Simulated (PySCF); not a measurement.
Si(H)(F)2(OMe) (CH4F2OSi), SMILES CO[SiH](F)F.

Coordinates come from a r2SCAN-D4/def2-SVP optimisation. One conformer was computed; it need not be the lowest.

All values below come from r2SCAN-D4/def2-SVP (PySCF).

Frequencies are harmonic and unscaled.

```csv
mode,ν (cm⁻¹),IR (km/mol),moving atoms (share of kinetic energy)
1,42,2.9,"F 36 %, H 28 %, C 22 %, O 12 %"
2,76,0.7,H 88 %
3,141,11.1,"C 37 %, F 27 %, H 21 %, O 13 %"
4,309,10.9,"F 75 %, Si 12 %, O 11 %"
5,316,18.6,"O 49 %, F 35 %, Si 11 %"
6,450,63.6,"Si 39 %, O 29 %, F 26 %"
7,757,8.0,"O 23 %, C 22 %, Si 22 %, H 18 %, F 15 %"
8,824,15.3,"H 84 %, F 16 %"
9,831,46.9,"H 63 %, F 30 %"
10,939,250.5,"Si 44 %, F 24 %, H 21 %"
11,965,229.9,"Si 49 %, F 41 %, H 9 %"
12,1154,200.0,"O 36 %, H 32 %, C 28 %"
13,1171,0.0,"H 77 %, C 18 %"
14,1212,155.5,"H 45 %, O 30 %, C 22 %"
15,1470,1.9,"H 88 %, C 9 %"
16,1475,5.7,H 97 %
17,1476,8.1,H 96 %
18,2370,95.5,H 97 %
19,3016,52.2,H 97 %
20,3108,26.6,"H 90 %, C 10 %"
21,3146,19.1,"H 90 %, C 10 %"
```
